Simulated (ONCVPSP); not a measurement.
Before and after: ONCV potential for N (Z = 7)

N (Z = 7), optimised norm-conserving Vanderbilt (ONCV), made with ONCVPSP 4.0.1 (PBE, scalar-relativistic). Core [He], reference 2s2 2p3. Waves: 2s: rc 0.70 bohr, ncon 4, nbas 7, qcut 7.4 1/bohr, 1 projector; 2p: rc 1.50 bohr, ncon 3, nbas 8, qcut 7.1 1/bohr, 1 projector. Local part: polynomial inside 0.50 bohr (lpopt 5, dvloc0 0 Ha). Core correction: none.

All-electron outer shells of the reference configuration (PBE, scalar-relativistic, ld1.x):

| shell | level (eV) | outermost node (bohr) | outermost maximum (bohr) |
| --- | --- | --- | --- |
| 1s | -384.72 | – | 0.15 |
| 2s | -18.58 | 0.32 | 1.02 |
| 2p | -7.09 | – | 0.98 |

Change: p: rc 1.26.

Cutoffs: the cutoffs (Ha) at which the residual kinetic energy of the hardest occupied pseudo-wave falls to 1 and 0.1 mHa per electron; they do not see the model core or the augmentation charge, which bear on the density cutoff. Errors are all-electron minus pseudo energies relative to the spin-unpolarised reference configuration.

What does the change do?

The potential gets neither clearly harder nor softer (160 Ha and 246 Ha → 160 Ha and 246 Ha); the s channel sets the loose cutoff, while the largest relative change is in p, which becomes harder; of the 4 tests that both files solve, the error grows in 0 and shrinks in 4 by more than 15 % and 0.3 meV (median size 130.6 → 81.4 meV); neither file shows a bound ghost. Less of the atom is replaced, so other configurations are described better.

```tsv
quantity	base	changed
cutoff, loose	160 Ha	160 Ha
cutoff, tight	246 Ha	246 Ha
loose cutoff by channel	s 160 Ha, p 20 Ha	s 160 Ha, p 24 Ha
bound ghosts	none	none
GHOST(+) flags under 300 eV	none	none
error for 2s2 2p2, meV [ΔE 13.59 eV]	+20	+9.8
error for 2s2 2p1, meV [ΔE 42.44 eV]	+224	+143
error for 2s2 2p0, meV [ΔE 89.53 eV]	+1034	+724
error for 2s1 2p3, meV [ΔE 25.37 eV]	-37	-20
s: phases at 0.71 bohr within 0.05 rad from the reference energy up to (Ha; the scan ends near 5)	2.1	2.1
```
